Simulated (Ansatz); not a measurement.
Program: Ansatz. Geometries: PBE0-D4/def2-TZVP. ΔE: electronic, gas phase. CCSD(T)/CBS adds triple-zeta CCSD(T) − MP2 to the extrapolated MP2 energy (def2 sets, frozen cores). Functionals use def2-TZVPP. B3LYP here is the variant with VWN-RPA as its local correlation; programs differ in this. def2 core potentials past Kr. For Ge, Te outer-core shells are correlated without core-valence functions, which leaves a few kJ/mol of doubt a bond. Scalar relativity is left out up to krypton. Each species was taken in one conformer, which may not be the lowest.

`C=N[CH2][GeH3]` + H₂Te → `C=NC[TeH]` + GeH₄  (substitution at a C–Ge bond)

`C=N[CH2][GeH3]`:

```xyz
11

C     0.819   -1.620   -0.913
N     0.606   -0.384   -1.030
C     0.639    0.432    0.147
Ge   -1.191    1.053    0.556
H     0.772   -2.254   -1.797
H     1.055   -2.102    0.046
H     1.233    1.328   -0.051
H     1.051   -0.078    1.031
H    -2.078   -0.170    0.844
H    -1.760    1.838   -0.633
H    -1.147    1.958    1.802
```

H₂Te:

Cartesian coordinates in Å:
```
Te -0.517 -0.075 0.576
H -0.263 -0.841 -0.869
H 0.779 0.916 0.293
```

`C=NC[TeH]`:

Z-matrix (Å, degrees):
```
C
N 1 1.421
Te 1 2.193 2 121.4
H 1 1.090 2 109.2 3 123.0
H 1 1.092 2 109.1 3 -120.2
C 2 1.255 1 123.2 3 -2.8
H 3 1.658 1 93.6 2 76.3
H 6 1.098 2 122.8 1 0.8
H 6 1.089 2 118.8 1 -179.7
```

GeH₄:

```xyz
5

Ge    0.000    0.000    0.000
H     0.588   -0.998    1.006
H    -1.335    0.536    0.532
H    -0.231   -0.704   -1.343
H     0.978    1.166   -0.195
```

| level | ΔE (kcal/mol) |
| --- | --- |
| PBE0-D4 | 2.6 |
| B3LYP-D4 | 2.3 |
| ωB97X-V | 4.0 |
| B2PLYP | 3.0 |
| PBE | 1.5 |
| PBE0 | 2.9 |
| HF/def2-QZVPP | 5.8 |
| CCSD/CBS(def2) | 3.7 |

(1) What does CCSD(T)/CBS give? (Estimate.)

Largest T1 diagnostic among the species: 0.012.

Answers

(1) Ansatz gave: +2.7 kcal/mol. The listed levels differ from it by -0.1, -0.4, 1.3, 0.3, -1.2, 0.2, 3.1, 1.0 kcal/mol.

From PBE to PBE0 (25 % exact exchange), in def2-TZVPP and without D4, ΔE moves by +1.4 kcal/mol. The D4 term adds −0.8 kcal/mol with B3LYP and −0.3 kcal/mol with PBE0; it sums over pairs of atoms, weighted by their polarisabilities, and B3LYP, whose exchange is more repulsive, gets the larger term. In def2-TZVPP, CCSD(T) changes the Hartree–Fock value by −2.2 kcal/mol (the triples alone add −0.9 kcal/mol) and MP2 by −3.2 kcal/mol.
